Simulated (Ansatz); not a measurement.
`C[O][SnH]([NH2])[F]` + H₂ → `C[O][SnH2][F]` + NH₃ at 500 K and 1 bar (hydrogenolysis of the Sn–N bond).

Computed with Ansatz on PBE0-D4/def2-TZVP structures; ΔE is electronic, products minus reactants. CBS: MP2 limit from def2 TZ/QZ plus the TZ coupled-cluster correction, frozen cores. This one scheme is used for every species. def2 core potentials past Kr. For Sn outer-core shells are correlated without core-valence functions, which leaves a few kJ/mol of doubt a bond. Each species was taken in one conformer, which may not be the lowest.

```csv
species,CCSD(T)/CBS energy (Eh),H − E (kJ/mol),S (J/(mol·K))
`C[O][SnH]([NH2])[F]`,-485.40098,252.0,465.4
H₂,-1.17544,41.0,145.5
`C[O][SnH2][F]`,-430.07156,192.5,406.0
NH₃,-56.50880,108.2,211.8
```

H − E and S are ideal-gas, rigid-rotor, harmonic terms from PBE0-D4/def2-TZVP, for one conformer and one mirror image of each species. The MP2-based limit puts H₂ 0.8 mEh under its directly extrapolated value; such offsets cancel only in part. 1 Eh = 2625.50 kJ/mol, R = 8.31446 J/(mol·K).

Task: By hand: ΔE, ΔH, ΔS and ΔG.

Result: ΔE = (-430.07156) + (-56.50880) − (-485.40098) − (-1.17544) = -0.00394 Eh = -10.3 kJ/mol. Δ(H − E) = 192.5 + 108.2 − 252.0 − 41.0 = 7.7, so ΔH = -2.6 kJ/mol. ΔS = 406.0 + 211.8 − 465.4 − 145.5 = 6.9 J/(mol·K). ΔG = -2.6 − 500 × (6.9)/1000 = -6.1 kJ/mol.

Task: By hand: the equilibrium constant, and the temperature at which ΔG would vanish if ΔH and ΔS stayed fixed.

Result: log₁₀ K = −ΔG/(RT ln 10) = 0.6. ΔH and −TΔS have one sign here, so there is no such temperature. One of them is within its doubt of zero, so this could turn.

TΔS isn't small against ΔH here. A doubt of 5 kJ/mol in ΔE shifts log₁₀ K by 0.5 here. Other conformers and mirror images would add mixing entropy, several J/(mol·K) or more a flexible species. Modes under 60 cm⁻¹, often nearly free rotors, make the harmonic entropy too high. These are equilibria of isolated gas molecules and say nothing of rates. Largest T1 diagnostic: 0.014 (customary marks: 0.02 for closed shells, 0.045 for open ones).
